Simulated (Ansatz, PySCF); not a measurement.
Potential energy surface of H₆SeSi₂, singlet: bend at the central Se, local threefold symmetry of each SiH3 group. Scanned: Si-Se-Si angle. Other coordinates (Se-Si length, H-Si-Se angle, Si-H length) were minimised at PBE0/def2-TZVP.

- RKS-PBE/aug-cc-pVTZ = restricted PBE/aug-cc-pVTZ (Ansatz, a first-principles code)
- B3LYP/def2-TZVP, density fitting (PySCF)
- CCSD(T)/aug-cc-pVTZ = Ansatz with CCSD(T) on RHF/aug-cc-pVTZ, cores with 3d frozen

Energies relative to the lowest point of each profile, in kJ/mol; the last columns give the difference from CCSD(T):

```tsv
a / °	RKS-PBE/aug-cc-pVTZ	B3LYP	CCSD(T)/aug-cc-pVTZ	RKS-PBE/aug-cc-pVTZ − CCSD(T)/aug-cc-pVTZ	B3LYP − CCSD(T)/aug-cc-pVTZ
180	130.3	126.6	134.4	-4.1	-7.8
170.25	125.5	121.8	129.5	-4.0	-7.6
162.75	115.9	112.3	119.6	-3.8	-7.4
155.25	102.2	98.7	105.7	-3.5	-7.0
147.75	86.0	82.5	89.2	-3.2	-6.7
140.25	68.6	65.2	71.5	-2.9	-6.3
132.75	51.5	48.1	54.0	-2.5	-5.9
125.25	35.7	32.5	37.8	-2.0	-5.3
117.75	22.1	19.1	23.6	-1.5	-4.5
110.25	11.2	8.7	12.2	-1.0	-3.5
102.75	3.7	2.1	4.1	-0.4	-2.0
95.25	0.0	0.0	0.0	0.0	0.0
90	0.3	2.1	0.3	0.0	1.7
```

RKS-PBE/aug-cc-pVTZ is furthest from CCSD(T)/aug-cc-pVTZ at 180 (-4.1 kJ/mol, below); its mean absolute difference over the points is 2.2 kJ/mol.

B3LYP is furthest from CCSD(T)/aug-cc-pVTZ at 180 (-7.8 kJ/mol, below); its mean absolute difference over the points is 5.1 kJ/mol.
